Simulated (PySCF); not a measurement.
**NMR data sheet: C₈H₁₄OSi**

```
Formula                               : C8H14OSi
SMILES                                : O=C(/C=C/C1CC1)CC[SiH3]
InChI                                 : InChI=1S/C8H14OSi/c9-8(5-6-10)4-3-7-1-2-7/h3-4,7H,1-2,5-6H2,10H3/b4-3+
Point group of the computed structure : C1
Degrees of unsaturation               : 3
Carbon signals                        : 7
Proton signals                        : 8
```

Numbering as in the mapped SMILES `[O:1]=[C:2](/[CH:3]=[CH:4]/[CH:5]1[CH2:6][CH2:7]1)[CH2:8][CH2:9][SiH3:10]`; H(Xn) means a hydrogen on atom n. Ha(C6), Ha(C7) are cis to C4 on the ring; Hb(C6), Hb(C7) are trans to C4 on the ring.

How the numbers were obtained: NMR shieldings at PBE0/pcSseg-1/GIAO, coordinates at the GFN2-xTB level, in PySCF (relativity neglected, isolated molecule, equivalent nuclei averaged, single conformer).

Scale: $^{1}$H (σref 31.72), $^{13}$C (σref 186.93), $^{29}$Si (σref 349.16) against TMS; H2O for $^{17}$O (σref 336.08) (reference shieldings calculated alike).

| carbon | δC, type | δH (multiplicity) | HMBC from (2–3 bonds) | span of the C tensor (ppm) |
| --- | --- | --- | --- | --- |
| C2 | 205.4, C | – | H(C4), H(C3), H(C8), H(C9) | 200 |
| C3 | 130.6, CH | 6.44 (d) | H(C4), H(C8), H(C5) | 182 |
| C4 | 166.9, CH | 6.95 (m) | H(C3), H(C5), Hb(C6)/Hb(C7), Ha(C6)/Ha(C7) | 247 |
| C5 | 20.2, CH | 1.56 (m) | H(C4), H(C3), Hb(C6)/Hb(C7), Ha(C6)/Ha(C7) | 96 |
| C6/C7 | 12.4, CH2 | Ha(C6) 0.74 (m); Hb(C6) 1.09 (m) | H(C4), H(C5), Hb(C6)/Hb(C7), Ha(C6)/Ha(C7) | 56 |
| C8 | 42.4, CH2 | 2.65 (t) | H(C3), H(Si10), H(C9) | 39 |
| C9 | 4.5, CH2 | 0.73 (m) | H(Si10), H(C8) | 18 |

Other nuclei:
| atoms | nucleus | environment | δ (ppm) | σ (ppm) |
| --- | --- | --- | --- | --- |
| H(Si10) | $^{1}$H | hydrogen on a silicon bonded to C | 4.12 | 27.59 |
| Si10 | $^{29}$Si | silicon bonded to C, 3 H | -78.9 | 428.0 |
| O1 | $^{17}$O | ketone oxygen | 562.9 | -226.8 |

1. Carbon types of the structure: 1 × C, 3 × CH, 4 × CH2, leaving 3 H on heteroatoms.
2. δC 205.4: ketone carbonyl carbon; low-lying n→π* states of the double bond to the heteroatom give a large paramagnetic term (-272 ppm).
3. δC 166.9: β carbon of a C=C–C=O unit; conjugation with the carbonyl draws π density from the β position.
4. δC 130.6: α carbon of a C=C–C=O unit; an sp2 carbon of a C=C bond.
5. δC 20.2, 12.4: three-membered-ring carbon; carbons of three-membered rings are unusually shielded.
6. δH 1.56, 1.09, 0.74: hydrogen on a three-membered-ring carbon; cyclopropane-type protons are shielded by the ring.

Shifts are as computed. Against solution values, carbons near 30 ppm lie about +3 ppm off and those near 130 ppm about +5 ppm. Of 1309 compounds with measured shifts, 239 miss one by over three times the rms of a fit or turn the order of signals round; such compounds aren't used in these exercises. Unscaled 17O shifts of doubly bonded oxygen tend to come out too high, by tens of ppm or more. Experimental scales use liquid or dissolved standards, which lie at an offset from isolated H2O (liquid H2O: subtract about 36 ppm). Multiplicities follow the n + 1 count of equivalent neighbours, as no J values were calculated; m marks all less simple cases, F and P coupling included.
